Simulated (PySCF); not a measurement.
**WF₅, doublet: computed properties**

All numbers come from UPBE0 in PySCF with W def2-SVP with ECP60, F def2-SVP; scalar-relativistic core potentials, no spin–orbit coupling; density-fitted integrals.

The structure is a minimum.

Coordinates in bohr (charge 0 multiplicity 2):
```
W    -0.0386    0.0000    0.0000
F     1.9855    0.0000    2.8200
F    -3.4813    0.0000    0.0000
F    -0.0567   -3.5652    0.0000
F     1.9855    0.0000   -2.8200
F    -0.0567    3.5652    0.0000
```

| Quantity | Value |
| --- | --- |
| Point group | C2v |
| Bond lengths | W–F 1.822 Å, W–F 1.837 Å (×2), W–F 1.887 Å (×2) |
| Bond angles | F–W–F 89.7° (×2), F–W–F 90.2° (×4), F–W–F 108.7°, F–W–F 125.7° (×2), F–W–F 179.4° |
| Principal quadrupole moments (Buckingham, traceless) about the centre of mass | -6.91, 2.71, 4.20 D Å |
| Zero-point energy | 28.4 kJ/mol |
| Lowest empty level (α) | -4.01 eV |
| Enthalpy at 298.15 K above 0 K | 22.72 kJ/mol |
| Entropy at 298.15 K and 1 bar (electronic part: spin only) | 378.2 J/(mol K) |
| Dipole moment | 0.63 D |
| Rotational constants | 0.08819, 0.07668, 0.06972 cm⁻¹ |
| Principal polarisabilities | 30.5, 32.2, 36.2 bohr³ |
| Atomisation energy without zero-point energy | 2605 kJ/mol |
| Rotational symmetry number | 2 |
| Heat capacity Cp at 298.15 K | 104.9 J/(mol K) |
| Spin squared ⟨S²⟩ | 0.753 |
| Highest occupied level (α) | -7.06 eV |

Harmonic modes (masses in u: W 183.951, F 18.998):
```tsv
symmetry	ω (cm⁻¹)	IR (km/mol)	μ (u)
b2	72	23.4	21.12
a1	94	10.3	19.52
a2	131	0.0	19.00
b2	196	26.0	21.50
a1	199	16.4	22.00
b1	213	13.8	20.93
b1	277	7.0	20.06
b2	671	155	20.84
a1	680	0.1	19.00
b1	694	261	22.61
a1	755	105	20.94
a1	758	67.0	19.98
```

In C2v the vibrations span 3b2 + 5a1 + a2 + 3b1. The a2 mode carries no infrared intensity, as symmetry demands.

Charges (e):
```tsv
atom	Mulliken	Löwdin	polar tensor	spin (Mulliken)	Mayer order to W1
W1	1.58	0.58	3.38	0.89	–
F2,5	-0.29	-0.09	-0.64	0.01	1.11
F3	-0.28	-0.07	-0.65	-0.02	1.13
F4,6	-0.36	-0.16	-0.72	0.05	1.00
```

Mulliken populations on W1 (electrons outside its core potential): s 2.31, p 6.36, d 3.49, f 0.26.

Outer orbital energies (eV). α occupied: -13.65, -13.39, -12.45, -12.37, -12.21, -12.17, -12.11, -7.06; empty: -4.01, -3.13, -2.44, -0.59. β occupied: -13.66, -13.57, -13.40, -12.17, -12.16, -12.04, -11.93, -11.90; empty: -3.57, -2.86, -2.70, -2.03.

Formally W is in oxidation state +5, d1, with 1 unpaired electron. The Mulliken spin on W is 0.89. The polar-tensor charge on W, 3.38, is below the formal one.

Only a few start shapes were tried, so a lower isomer may exist. Open d and f shells are described by one determinant, and the ground state may have another occupation or spin. Spin–orbit coupling, left out here, can matter for elements this heavy.

The final relaxation and frequency run took 2.6 min on 4 threads of a shared Arm Neoverse N1 host, with 102 basis functions and 19 gradients; the process peaked at 1.6 GiB. Launch command: `OMP_NUM_THREADS=4 python axn.py task.json out`.
